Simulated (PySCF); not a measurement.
## Cu: electron affinity

Cu⁻ [Ar] 3d10 4s2 (1S) → Cu [Ar] 3d10 4s1 (2S), as a difference of total energies. Calculation: PySCF 2.14, in aug-cc-pwCVDZ-PP with ECP10MDF; scalar relativity through the core potential. Correlated levels: valence: 3s2 3p6 frozen. The calculations carry no spin-orbit coupling.

| method | electron affinity (eV) |
| --- | --- |
| UHF | 0.006 |
| MP2 (valence) | 0.829 |
| SCS-MP2 (valence) | 0.869 |
| CCSD (valence) | 0.975 |
| CCSD(T) (valence) | 1.129 |

Errors of the correlated levels include the incompleteness of this basis and the frozen core.

The coupled-cluster amplitudes are large for Cu⁻ (T1 above 0.03 or a double amplitude above 0.15), so a single reference is strained.

Problem. Which method comes closest to the reference value, and which is furthest?

Solution. The reference is 1.236 eV (measured; photodetachment measurements, as compiled on the Wikipedia data page of electron affinities). Closest: CCSD(T) (valence) (error -0.107 eV); furthest: UHF (error -1.230 eV).
